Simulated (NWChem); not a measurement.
Species: RbCl; SMILES [Cl][Rb]

```xyz
2

Rb     0.0000     0.0000    -0.9031
Cl     0.0000     0.0000     1.9115
```
Atoms are numbered in this order, from 1.

Structure relaxed at the PBE0/def2-SVP level. def2 effective core potentials on Rb; no spin-orbit coupling.

Q: List the 6 lowest vertical singlet excitations and the 6 lowest triplet ones from PBE/def2-SVP with def2 effective core potentials on Rb, full TDDFT (NWChem).

A: 
```
state  energy (eV)  oscillator strength  leading excitation (squared amplitude)
-----  -----------  -------------------  --------------------------------------
S1            2.54                0.005                      HOMO → LUMO (0.91)
S2            2.54                0.005                    HOMO−1 → LUMO (0.91)
S3            2.95                0.087                    HOMO−2 → LUMO (0.98)
S4            3.93                0.000                  HOMO−1 → LUMO+2 (0.38)
S5            3.93                0.000                  HOMO−1 → LUMO+1 (0.38)
S6            3.94                0.001                  HOMO−1 → LUMO+1 (0.40)
T1            2.48       spin-forbidden                      HOMO → LUMO (0.92)
T2            2.48       spin-forbidden                    HOMO−1 → LUMO (0.92)
T3            2.60       spin-forbidden                    HOMO−2 → LUMO (1.00)
T4            3.89       spin-forbidden                  HOMO−1 → LUMO+1 (0.41)
T5            3.92       spin-forbidden                  HOMO−1 → LUMO+2 (0.38)
T6            3.92       spin-forbidden                  HOMO−1 → LUMO+1 (0.38)
```
